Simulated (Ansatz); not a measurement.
Consider the substitution at a C–C bond: `C#CC1(C#C)CC1` + `CNCN` → `C#CN(C)CN` + `C#CC1CC1`.

Isolated molecules relaxed with PBE0-D4/def2-TZVP in Ansatz; ΔE leaves out vibrations. CCSD(T)/CBS is the MP2 limit (def2-TZVPP, def2-QZVPP) plus CCSD(T) − MP2 in def2-TZVPP, frozen cores. One conformer a species, not always the lowest.

```json
{"species": "`C#CC1(C#C)CC1`", "CCSD/CBS(def2) energy (Eh)": "-269.75162"}
{"species": "`CNCN`", "CCSD/CBS(def2) energy (Eh)": "-190.27572"}
{"species": "`C#CN(C)CN`", "CCSD/CBS(def2) energy (Eh)": "-266.28763"}
{"species": "`C#CC1CC1`", "CCSD/CBS(def2) energy (Eh)": "-193.73403"}
```

(1) Work out ΔE.

Largest T1 diagnostic among the species: 0.012.

Answers

(1) ΔE = (-266.28763) + (-193.73403) − (-269.75162) − (-190.27572) = 0.00568 Eh = +14.9 kJ/mol. CCSD(T)/CBS gives +15.1 kJ/mol.

In def2-TZVPP, CCSD(T) changes the Hartree–Fock value by +6.7 kJ/mol (the triples alone add +0.1 kJ/mol) and MP2 by +8.3 kJ/mol.
